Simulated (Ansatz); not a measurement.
Start from `C[CH2][Cd][NH2]` and change one atom or group to get `C[CH2][Cd][OH]`.

Ansatz, PBE0-D4/def2-TZVP geometries, multiplicity 1. Each molecule was computed in one conformer, which needn't be the lowest.

Elements past krypton have def2 core potentials.

| property | `C[CH2][Cd][NH2]` |
| --- | --- |
| size of the dipole moment (PBE/def2-TZVPP) / D | 1.19 |
| LUMO energy (PBE0/def2-TZVPP) / eV | -0.19 |
| LUMO energy (B3LYP/def2-TZVPP) / eV | -0.49 |
| LUMO energy (PBE/def2-TZVPP) / eV | -0.95 |
| LUMO energy (ωB97M-V/def2-TZVPP) / eV | 1.13 |
| HOMO energy (PBE/def2-TZVPP) / eV | -5.10 |

Task: What does the change do to each property? (An estimate is asked.)

Result: Ansatz gave: 
```json
{"property": "size of the dipole moment (PBE/def2-TZVPP) / D", "`C[CH2][Cd][OH]`": "2.28", "shift": "1.09"}
{"property": "LUMO energy (PBE0/def2-TZVPP) / eV", "`C[CH2][Cd][OH]`": "-0.53", "shift": "-0.34"}
{"property": "LUMO energy (B3LYP/def2-TZVPP) / eV", "`C[CH2][Cd][OH]`": "-0.85", "shift": "-0.36"}
{"property": "LUMO energy (PBE/def2-TZVPP) / eV", "`C[CH2][Cd][OH]`": "-1.33", "shift": "-0.38"}
{"property": "LUMO energy (ωB97M-V/def2-TZVPP) / eV", "`C[CH2][Cd][OH]`": "0.93", "shift": "-0.20"}
{"property": "HOMO energy (PBE/def2-TZVPP) / eV", "`C[CH2][Cd][OH]`": "-5.93", "shift": "-0.83"}
```

With PBE0 the HOMO falls by 0.96 eV and the LUMO falls by 0.34 eV, so the gap widens by about 0.62 eV. PBE moves the HOMO by -0.83 eV and ωB97M-V by -0.81 eV. Dipoles are sizes alone; their direction can turn.

B3LYP here is the variant with VWN-RPA as its local correlation; programs differ in this.
